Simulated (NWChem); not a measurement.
System meant: boron monoxide dimer (B2O2); SMILES O=BB=O

Input file for NWChem:

```
start job
memory heap 200 mb stack 700 mb global 900 mb
geometry units angstroms noautoz
  O      0.000000     0.000000    -2.025435
  B      0.000000     0.000000    -0.826223
  B      0.000000     0.000000     0.826223
  O      0.000000     0.000000     2.025435
end
basis spherical
  O library def2-svp
  B library def2-svp
end
dft
  xc xpbe96 cpbe96
  iterations 4
  mulliken
end
task dft energy
```

End of the output:

```
    Atom       Charge   Shell Charges
 -----------   ------   -------------------------------------------------------
    1 O    8     7.91   1.97  0.90  0.62  2.63  1.77  0.02
    2 B    5     5.09   1.96  0.56  0.28  1.42  0.65  0.22
    3 B    5     5.09   1.96  0.56  0.28  1.42  0.65  0.22
    4 O    8     7.91   1.97  0.90  0.62  2.63  1.77  0.02

 center of mass
 --------------
 x =   0.00000000 y =   0.00000000 z =   0.00000000

 moments of inertia (a.u.)
 ------------------
         522.323537117637           0.000000000000           0.000000000000
           0.000000000000         522.323537117637           0.000000000000
           0.000000000000           0.000000000000           0.000000000000

     Multipole analysis of the density
     ---------------------------------

     L   x y z        total         alpha         beta         nuclear
     -   - - -        -----         -----         ----         -------
     0   0 0 0     -0.000000    -13.000000    -13.000000     26.000000

     1   1 0 0      0.000000      0.000000      0.000000      0.000000
     1   0 1 0      0.000000      0.000000      0.000000      0.000000
     1   0 0 1      0.000000      0.000000      0.000000     -0.000000

     2   2 0 0    -14.820124     -7.410062     -7.410062      0.000000
     2   1 1 0     -0.000000     -0.000000     -0.000000      0.000000
     2   1 0 1     -0.000000     -0.000000     -0.000000      0.000000
     2   0 2 0    -14.820124     -7.410062     -7.410062      0.000000
     2   0 1 1     -0.000000     -0.000000     -0.000000      0.000000
     2   0 0 2    -22.800055   -140.787964   -140.787964    258.775874

 ------------------------------------------------------------------------
 dft energy failed                                                                                  0
 ------------------------------------------------------------------------
 ------------------------------------------------------------------------
  current input line :
    18: task dft energy
 ------------------------------------------------------------------------
 ------------------------------------------------------------------------
 This type of error is most commonly associated with calculations not reaching convergence criteria
 ------------------------------------------------------------------------
 For more information see the NWChem manual at https://nwchemgit.github.io

0:dft energy failed:Received an Error in Communication
```

What is wrong, and how is it mended?

Convergence was not reached. Cause: the SCF was allowed too few iterations. This input runs:
```
start job
memory heap 200 mb stack 700 mb global 900 mb
geometry units angstroms noautoz
  O      0.000000     0.000000    -2.025435
  B      0.000000     0.000000    -0.826223
  B      0.000000     0.000000     0.826223
  O      0.000000     0.000000     2.025435
end
basis spherical
  O library def2-svp
  B library def2-svp
end
dft
  xc xpbe96 cpbe96
  iterations 150
  mulliken
end
task dft energy
```
It converges to -199.85704 Ha (PBE/def2-SVP).
